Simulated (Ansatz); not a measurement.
`[SiH3][As]1C[SiH2]1` + `CBS` → `CBS[SiH3]` + `C1[SiH2][AsH]1` at 400 K and 1 bar (cleavage of the Si–As bond).

Computed with Ansatz on PBE0-D4/def2-TZVP structures; ΔE is electronic, products minus reactants. CCSD(T)/CBS is the MP2 limit (def2-TZVPP, def2-QZVPP) plus CCSD(T) − MP2 in def2-TZVPP, frozen cores. For As outer-core shells are correlated without core-valence functions, which leaves a few kJ/mol of doubt a bond. Scalar relativity is left out up to krypton. Each species was taken in one conformer, which may not be the lowest.

| species | CCSD(T)/CBS energy (Eh) | H − E (kJ/mol) | S (J/(mol·K)) |
| --- | --- | --- | --- |
| `[SiH3][As]1C[SiH2]1` | -2855.41741 | 216.1 | 391.5 |
| `CBS` | -463.66090 | 177.9 | 309.0 |
| `CBS[SiH3]` | -753.96029 | 233.5 | 382.2 |
| `C1[SiH2][AsH]1` | -2565.12158 | 158.4 | 323.1 |

H − E and S are ideal-gas, rigid-rotor, harmonic terms from PBE0-D4/def2-TZVP, for one conformer and one mirror image of each species. 1 Eh = 2625.50 kJ/mol, R = 8.31446 J/(mol·K).

By hand: ΔE, ΔH, ΔS and ΔG.

ΔE = (-753.96029) + (-2565.12158) − (-2855.41741) − (-463.66090) = -0.00356 Eh = -9.3 kJ/mol. Δ(H − E) = 233.5 + 158.4 − 216.1 − 177.9 = -2.1, so ΔH = -11.4 kJ/mol. ΔS = 382.2 + 323.1 − 391.5 − 309.0 = 4.8 J/(mol·K). ΔG = -11.4 − 400 × (4.8)/1000 = -13.3 kJ/mol.

By hand: the equilibrium constant, and the temperature at which ΔG would vanish if ΔH and ΔS stayed fixed.

log₁₀ K = −ΔG/(RT ln 10) = 1.7. ΔH and −TΔS have one sign here, so there is no such temperature.

The number of gas molecules stays the same, so ΔS is small and ΔH decides. A doubt of 5 kJ/mol in ΔE shifts log₁₀ K by 0.7 here. Other conformers and mirror images would add mixing entropy, several J/(mol·K) or more a flexible species. These are equilibria of isolated gas molecules and say nothing of rates. Largest T1 diagnostic: 0.013 (customary marks: 0.02 for closed shells, 0.045 for open ones).

ΔS is within the doubt of such terms, so its sign, and with it that verdict, could turn.
